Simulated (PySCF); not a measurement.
These 2 structures share the formula C3H8GeSi. Level of theory: PySCF, PBE0-D3(BJ)/def2-SVP geometry optimisation, gas phase. One conformer each; no zero-point energy, no entropy. No frequencies were run at this level. Point groups hold within 0.08 Å.

Question: Rank from lowest to highest electronic energy at this level (kcal/mol).
A. `C#C[C@@H]([SiH3])[GeH3]`
B. `C[SiH2]C#[C][GeH3]`

Answer: B (0.0), A (17.2).

```tsv
SMILES	E (Eh)	E rel (kcal/mol)	dipole (D)	point group	A, B, C (MHz)
C[SiH2]C#[C][GeH3]	-2484.60795	0.0	0.77	Cs	10716, 618.4, 595.4
C#C[C@@H]([SiH3])[GeH3]	-2484.58060	17.2	0.52	C1	2790, 1725, 1133
```

Question: How do the relative energies change in single points at CAM-B3LYP/def2-SVPD (no added dispersion term) on the same geometries?

Answer: 
```
                 SMILES  PBE0-D3(BJ)/def2-SVP (kcal/mol)  CAM-B3LYP/def2-SVPD (kcal/mol)  shift
     C[SiH2]C#[C][GeH3]                              0.0                             0.0    0.0
C#C[C@@H]([SiH3])[GeH3]                             17.2                            19.5   +2.3
```

Each column counts from its own lowest isomer. The order is unchanged; the largest shift is 2.3 kcal/mol.
